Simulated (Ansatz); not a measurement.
Ansatz (a program for electronic structure) input file for C2H8BFN2, SMILES C[C@H](F)B(N)N, r2SCAN-D4/def2-SVP. 

Ansatz 0.2 input:
```yaml
crystal:
  periodic: [false, false, false]
  atoms:
    - {symbol: C, position_ang: [1.75951084, -0.32784911, 0.67497741]}
    - {symbol: C, position_ang: [0.75580801, 0.05450197, -0.41053975]}
    - {symbol: F, position_ang: [0.90276824, 1.42730463, -0.65650732]}
    - {symbol: B, position_ang: [-0.77077555, -0.28883953, -0.02044977]}
    - {symbol: N, position_ang: [-1.16738620, -1.63083339, 0.06317317]}
    - {symbol: N, position_ang: [-1.65645627, 0.75738034, 0.23980443]}
    - {symbol: H, position_ang: [1.51045080, 0.17852050, 1.60435899]}
    - {symbol: H, position_ang: [2.76852214, -0.04290521, 0.38226016]}
    - {symbol: H, position_ang: [1.72560337, -1.40077374, 0.83963848]}
    - {symbol: H, position_ang: [1.05160589, -0.42117380, -1.35597893]}
    - {symbol: H, position_ang: [-0.55574287, -2.40343097, -0.12259351]}
    - {symbol: H, position_ang: [-2.09762601, -1.91453722, 0.31303969]}
    - {symbol: H, position_ang: [-1.37525076, 1.71796760, 0.16045543]}
    - {symbol: H, position_ang: [-2.62361461, 0.63904284, 0.48216530]}
basis:
  gaussian:
    orbitals: def2-SVP
hamiltonian:
  xc: r2scan
  dispersion: d4
relax: {f_tol: 0.002, max_steps: 200}
```

Log of the run:

```
WARN ansatz: RAYON_NUM_THREADS=1 ignored (pool sized by the plan → 1); use --threads N
Functional definition: r2SCAN
integrals: 0.07 GiB planned
1426 factors; their error is unknown
mean field: 0.41 GiB planned
mean field evaluation 1: about -8555.1009 eV, gradient 8.1e1 eV
mean field evaluation 2: about -8544.2711 eV, gradient 1.0e2 eV
mean field evaluation 4: about -8569.0619 eV, gradient 4.3e0 eV
mean field evaluation 8: about -8569.1082 eV, gradient 1.2e-1 eV
mean field evaluation 16: about -8569.0389 eV, gradient 6.2e-4 eV
mean field -8569.03893242 eV, -314.9063724633 hartree, gradient 5.9e-6 eV, S^2 0.000000; 0 other end points of the search recorded, 0 dependent functions left out
the calculation of the forces begins
reference -8569.03894279 eV, -314.9063728443 hartree; 24, 24 occupied and 100, 100 virtual orbitals, 1426 factors
relax step   1: F+E_penalty+E_count = -8569.10629501 eV  Δ(F+E_penalty+E_count) = +0.000e0 eV  max|allowed force component| = 6.916e-1 eV/Å  Δτ_max = 0.0000 Å  (30 SCF iters, accepted)
these checks for a lower state are left out or cut short: starts, cluster_reference, orbital_swaps, neighbouring_geometries, increment
integrals: 0.07 GiB planned
1426 factors; their error is unknown
mean field: 0.41 GiB planned
mean field -8569.08502160 eV, -314.9080662094 hartree, gradient 1.7e-5 eV, S^2 0.000000; 0 other end points of the search recorded, 0 dependent functions left out
the calculation of the forces begins
reference -8569.08503199 eV, -314.9080665913 hartree; 24, 24 occupied and 100, 100 virtual orbitals, 1426 factors
relax step   2: F+E_penalty+E_count = -8569.15247794 eV  Δ(F+E_penalty+E_count) = -4.618e-2 eV  max|allowed force component| = 2.645e-1 eV/Å  Δτ_max = 0.0494 Å  (30 SCF iters, accepted)
these checks for a lower state are left out or cut short: starts, cluster_reference, orbital_swaps, neighbouring_geometries, increment
integrals: 0.07 GiB planned
1426 factors; their error is unknown
mean field: 0.41 GiB planned
mean field evaluation 32: about -8569.0898 eV, gradient 1.5e-3 eV
mean field -8569.08983061 eV, -314.9082429373 hartree, gradient 1.7e-5 eV, S^2 0.000000; 0 other end points of the search recorded, 0 dependent functions left out
the calculation of the forces begins
reference -8569.08984102 eV, -314.9082433200 hartree; 24, 24 occupied and 100, 100 virtual orbitals, 1426 factors
relax step   3: F+E_penalty+E_count = -8569.15726372 eV  Δ(F+E_penalty+E_count) = -4.786e-3 eV  max|allowed force component| = 1.088e-1 eV/Å  Δτ_max = 0.0264 Å  (31 SCF iters, accepted)
these checks for a lower state are left out or cut short: starts, cluster_reference, orbital_swaps, neighbouring_geometries, increment
integrals: 0.07 GiB planned
1426 factors; their error is unknown
mean field: 0.41 GiB planned
mean field -8569.09084807 eV, -314.9082803283 hartree, gradient 1.6e-5 eV, S^2 0.000000; 0 other end points of the search recorded, 0 dependent functions left out
the calculation of the forces begins
reference -8569.09085849 eV, -314.9082807110 hartree; 24, 24 occupied and 100, 100 virtual orbitals, 1426 factors
relax step   4: F+E_penalty+E_count = -8569.15828711 eV  Δ(F+E_penalty+E_count) = -1.023e-3 eV  max|allowed force component| = 7.184e-2 eV/Å  Δτ_max = 0.0123 Å  (31 SCF iters, accepted)
these checks for a lower state are left out or cut short: starts, cluster_reference, orbital_swaps, neighbouring_geometries, increment
integrals: 0.07 GiB planned
1426 factors; their error is unknown
mean field: 0.41 GiB planned
mean field -8569.09137164 eV, -314.9082995692 hartree, gradient 1.6e-5 eV, S^2 0.000000; 0 other end points of the search recorded, 0 dependent functions left out
the calculation of the forces begins
reference -8569.09138206 eV, -314.9082999518 hartree; 24, 24 occupied and 100, 100 virtual orbitals, 1426 factors
relax step   5: F+E_penalty+E_count = -8569.15881680 eV  Δ(F+E_penalty+E_count) = -5.297e-4 eV  max|allowed force component| = 2.798e-2 eV/Å  Δτ_max = 0.0075 Å  (32 SCF iters, accepted)
these checks for a lower state are left out or cut short: starts, cluster_reference, orbital_swaps, neighbouring_geometries, increment
integrals: 0.07 GiB planned
1426 factors; their error is unknown
mean field: 0.41 GiB planned
mean field -8569.09158690 eV, -314.9083074797 hartree, gradient 1.6e-5 eV, S^2 0.000000; 0 other end points of the search recorded, 0 dependent functions left out
the calculation of the forces begins
reference -8569.09159731 eV, -314.9083078623 hartree; 24, 24 occupied and 100, 100 virtual orbitals, 1426 factors
relax step   6: F+E_penalty+E_count = -8569.15902842 eV  Δ(F+E_penalty+E_count) = -2.116e-4 eV  max|allowed force component| = 1.519e-2 eV/Å  Δτ_max = 0.0097 Å  (31 SCF iters, accepted)
these checks for a lower state are left out or cut short: starts, cluster_reference, orbital_swaps, neighbouring_geometries, increment
integrals: 0.07 GiB planned
1426 factors; their error is unknown
mean field: 0.41 GiB planned
mean field -8569.09163398 eV, -314.9083092099 hartree, gradient 1.6e-5 eV, S^2 0.000000; 0 other end points of the search recorded, 0 dependent functions left out
the calculation of the forces begins
reference -8569.09164439 eV, -314.9083095925 hartree; 24, 24 occupied and 100, 100 virtual orbitals, 1426 factors
relax step   7: F+E_penalty+E_count = -8569.15907362 eV  Δ(F+E_penalty+E_count) = -4.520e-5 eV  max|allowed force component| = 1.048e-2 eV/Å  Δτ_max = 0.0051 Å  (32 SCF iters, accepted)
these checks for a lower state are left out or cut short: starts, cluster_reference, orbital_swaps, neighbouring_geometries, increment
integrals: 0.07 GiB planned
1426 factors; their error is unknown
mean field: 0.41 GiB planned
mean field evaluation 64: about -8569.1534 eV, gradient 1.6e-3 eV
mean field -8569.09171213 eV, -314.9083120817 hartree, gradient 1.6e-5 eV, S^2 0.000000; 0 other end points of the search recorded, 0 dependent functions left out
the calculation of the forces begins
reference -8569.09172254 eV, -314.9083124644 hartree; 24, 24 occupied and 100, 100 virtual orbitals, 1426 factors
relax step   8: F+E_penalty+E_count = -8569.15914313 eV  Δ(F+E_penalty+E_count) = -6.951e-5 eV  max|allowed force component| = 1.231e-2 eV/Å  Δτ_max = 0.0121 Å  (30 SCF iters, accepted)
these checks for a lower state are left out or cut short: starts, cluster_reference, orbital_swaps, neighbouring_geometries, increment
integrals: 0.07 GiB planned
1426 factors; their error is unknown
mean field: 0.41 GiB planned
mean field -8569.09176853 eV, -314.9083141545 hartree, gradient 1.6e-5 eV, S^2 0.000000; 0 other end points of the search recorded, 0 dependent functions left out
the calculation of the forces begins
reference -8569.09177895 eV, -314.9083145372 hartree; 24, 24 occupied and 100, 100 virtual orbitals, 1426 factors
relax step   9: F+E_penalty+E_count = -8569.15918925 eV  Δ(F+E_penalty+E_count) = -4.612e-5 eV  max|allowed force component| = 9.839e-3 eV/Å  Δτ_max = 0.0122 Å  (30 SCF iters, accepted)
these checks for a lower state are left out or cut short: starts, cluster_reference, orbital_swaps, neighbouring_geometries, increment
integrals: 0.07 GiB planned
1426 factors; their error is unknown
mean field: 0.41 GiB planned
mean field -8569.09178988 eV, -314.9083149390 hartree, gradient 1.6e-5 eV, S^2 0.000000; 0 other end points of the search recorded, 0 dependent functions left out
the calculation of the forces begins
reference -8569.09180029 eV, -314.9083153217 hartree; 24, 24 occupied and 100, 100 virtual orbitals, 1426 factors
relax step  10: F+E_penalty+E_count = -8569.15920447 eV  Δ(F+E_penalty+E_count) = -1.522e-5 eV  max|allowed force component| = 6.882e-3 eV/Å  Δτ_max = 0.0090 Å  (31 SCF iters, accepted)
these checks for a lower state are left out or cut short: starts, cluster_reference, orbital_swaps, neighbouring_geometries, increment
integrals: 0.07 GiB planned
1426 factors; their error is unknown
mean field: 0.41 GiB planned
mean field -8569.09179821 eV, -314.9083152451 hartree, gradient 2.5e-5 eV, S^2 0.000000; 0 other end points of the search recorded, 0 dependent functions left out
the calculation of the forces begins
reference -8569.09180862 eV, -314.9083156278 hartree; 24, 24 occupied and 100, 100 virtual orbitals, 1426 factors
relax step  11: F+E_penalty+E_count = -8569.15920978 eV  Δ(F+E_penalty+E_count) = -5.313e-6 eV  max|allowed force component| = 4.019e-3 eV/Å  Δτ_max = 0.0017 Å  (22 SCF iters, accepted)
these checks for a lower state are left out or cut short: starts, cluster_reference, orbital_swaps, neighbouring_geometries, increment
integrals: 0.07 GiB planned
1426 factors; their error is unknown
mean field: 0.41 GiB planned
mean field -8569.09179567 eV, -314.9083151517 hartree, gradient 1.8e-5 eV, S^2 0.000000; 0 other end points of the search recorded, 0 dependent functions left out
the calculation of the forces begins
reference -8569.09180608 eV, -314.9083155344 hartree; 24, 24 occupied and 100, 100 virtual orbitals, 1426 factors
relax step  12: F+E_penalty+E_count = -8569.15920960 eV  Δ(F+E_penalty+E_count) = +1.844e-7 eV  max|allowed force component| = 3.522e-3 eV/Å  Δτ_max = 0.0007 Å  (22 SCF iters, rejected (line search))
these checks for a lower state are left out or cut short: starts, cluster_reference, orbital_swaps, neighbouring_geometries, increment
integrals: 0.07 GiB planned
1426 factors; their error is unknown
mean field: 0.41 GiB planned
mean field evaluation 96: about -8569.1536 eV, gradient 2.8e-1 eV
mean field -8569.09179839 eV, -314.9083152518 hartree, gradient 5.7e-5 eV, S^2 0.000000; 0 other end points of the search recorded, 0 dependent functions left out
the calculation of the forces begins
reference -8569.09180880 eV, -314.9083156344 hartree; 24, 24 occupied and 100, 100 virtual orbitals, 1426 factors
relax step  13: F+E_penalty+E_count = -8569.15921106 eV  Δ(F+E_penalty+E_count) = -1.278e-6 eV  max|allowed force component| = 6.516e-4 eV/Å  Δτ_max = 0.0003 Å  (19 SCF iters, accepted)
integrals: 0.07 GiB planned
1426 factors; their error is unknown
mean field: 0.41 GiB planned
mean field -8569.09179839 eV, -314.9083152518 hartree, gradient 5.7e-5 eV, S^2 0.000000; 1 other end points of the search recorded, 0 dependent functions left out
the calculation of the forces begins
reference -8569.09180880 eV, -314.9083156344 hartree; 24, 24 occupied and 100, 100 virtual orbitals, 1426 factors
Total energy: -8569.15922147 eV, -314.9107930044 hartree
Atom 0 at     1.746066    -0.344343     0.656479 Å, force     0.000233     0.000581    -0.000002 eV/Å
Atom 1 at     0.737113     0.073984    -0.397680 Å, force    -0.000468    -0.000652    -0.000308 eV/Å
Atom 2 at     0.847171     1.472080    -0.567762 Å, force    -0.000002    -0.000627     0.000078 eV/Å
Atom 3 at    -0.774530    -0.294201    -0.019318 Å, force    -0.000455     0.000209     0.000146 eV/Å
Atom 4 at    -1.146521    -1.656710     0.106371 Å, force     0.000482     0.000156    -0.000233 eV/Å
Atom 5 at    -1.656253     0.782540     0.202219 Å, force     0.000005     0.000108     0.000136 eV/Å
Atom 6 at     1.506343     0.123772     1.624600 Å, force    -0.000002    -0.000006     0.000063 eV/Å
Atom 7 at     2.768169    -0.046238     0.372082 Å, force    -0.000017    -0.000054     0.000111 eV/Å
Atom 8 at     1.730666    -1.436701     0.798212 Å, force    -0.000279     0.000105    -0.000100 eV/Å
Atom 9 at     1.016254    -0.377299    -1.371470 Å, force     0.000127     0.000301    -0.000136 eV/Å
Atom 10 at    -0.512160    -2.419692    -0.085083 Å, force     0.000083    -0.000142     0.000209 eV/Å
Atom 11 at    -2.080243    -1.966479     0.342974 Å, force     0.000035     0.000010    -0.000054 eV/Å
Atom 12 at    -1.321530     1.730188     0.082053 Å, force     0.000295    -0.000038     0.000295 eV/Å
Atom 13 at    -2.633129     0.703475     0.450127 Å, force    -0.000036     0.000048    -0.000205 eV/Å
Dipole moment:    -0.319654    -0.411488     0.118122 e Å
```

The calculation finished and met its thresholds.
